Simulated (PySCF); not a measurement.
Two-component Hartree-Fock for Ta⁻ (tantalum, charge -1)

Start: [Xe] 4f14 5d4 6s2; 5d3/2 filled at m_j = -3/2, -1/2, +1/2, +3/2. Calculated with PySCF 2.14 in x2c-SVPall-2c with one added diffuse shell each of s, d type (8s9p10d2f, 99 functions): generalised Hartree-Fock with the X2C-1e Hamiltonian and a Gaussian nucleus; one run each with spin-orbit coupling (SO) switched off, then screened by Boettger's factors.

| spinor shell | electrons | ε, spin-free (eV) | ε, screened SO (eV) | weight of nominal j (screened SO) | rms radius, screened SO (bohr) |
| --- | --- | --- | --- | --- | --- |
| 1s1/2 | 2 | -67764.6 | -67744.7 | 1.000 | 0.0212 |
| 2s1/2 | 2 | -11776.9 | -11770.5 | 1.000 | 0.0853 |
| 2p1/2 | 2 | -10322.7 | -11229.0 | 1.000 | 0.0726 |
| 2p3/2 | 4 | -10322.7 | -9952.5 | 1.000 | 0.0799 |
| 3s1/2 | 2 | -2753.8 | -2751.7 | 1.000 | 0.218 |
| 3p1/2 | 2 | -2313.7 | -2511.1 | 1.000 | 0.210 |
| 3p3/2 | 4 | -2313.7 | -2231.4 | 1.000 | 0.225 |
| 3d3/2 | 4 | -1794.5 | -1829.5 | 1.000 | 0.199 |
| 3d5/2 | 6 | -1794.5 | -1769.1 | 1.000 | 0.203 |
| 4s1/2 | 2 | -587.68 | -586.93 | 1.000 | 0.488 |
| 4p1/2 | 2 | -440.62 | -486.35 | 1.000 | 0.497 |
| 4p3/2 | 4 | -440.62 | -421.31 | 1.000 | 0.530 |
| 4d3/2 | 4 | -248.65 | -255.64 | 1.000 | 0.557 |
| 4d5/2 | 6 | -248.65 | -243.26 | 1.000 | 0.569 |
| 5s1/2 | 2 | -80.306 | -80.110 | 1.000 | 1.19 |
| 5p1/2 | 2 | -41.751 | -49.016 | 0.937 | 1.38 |
| 5p3/2 | 4 | -41.751 | -38.397 | 0.967 | 1.42 |
| 4f5/2 | 6 | -33.578 | -34.366 | 0.989 | 0.707 |
| 5d3/2 | 4 | -2.534 | -2.548 | 0.595 | 2.63 |
| 6s1/2 | 2 | -1.492 | -1.464 | 0.990 | 5.86 |

Task: Where does 4f7/2 lie, and what is the 4f spin-orbit splitting (screened SO)?

Result: At -32.312 eV, 2.053 eV above 4f5/2.

| quantity | spin-free | screened SO |
| --- | --- | --- |
| E (hartree) | -15592.22384 | -15609.49779 |
| M_J | 0 | 0 |
| ⟨J²⟩ | 4.418 | 3.723 |
| ⟨L²⟩ | 6.028 | 5.957 |
| ⟨S²⟩ | 6.390 | 6.290 |

At GHF the highest occupied level has a positive energy, so only the finite basis holds that electron. The determinant has a definite M_J but mixes levels of different J.

The basis lacks diffuse functions for the outer shell of this anion, so its levels lie too high.

Each row is a mean over spinors that exchange with the open shell spreads, by up to 3.350 eV (5p3/2).

Rows whose weight is well below 1 are mixtures of j = l ± 1/2: exchange outweighs spin-orbit coupling there, and the label is only the starting occupation.

Breit and QED terms are absent; they matter most for the inner s and p1/2 levels.

Densities and radii are taken from the X2C orbitals without a picture-change correction, which distorts them close to the nucleus.

Without spin-orbit coupling the j labels of p, d and f shells carry no meaning; the spin-free column gives the mean over the occupied spinors of each nl shell, and its ⟨J²⟩ belongs to a mixture of degenerate components.
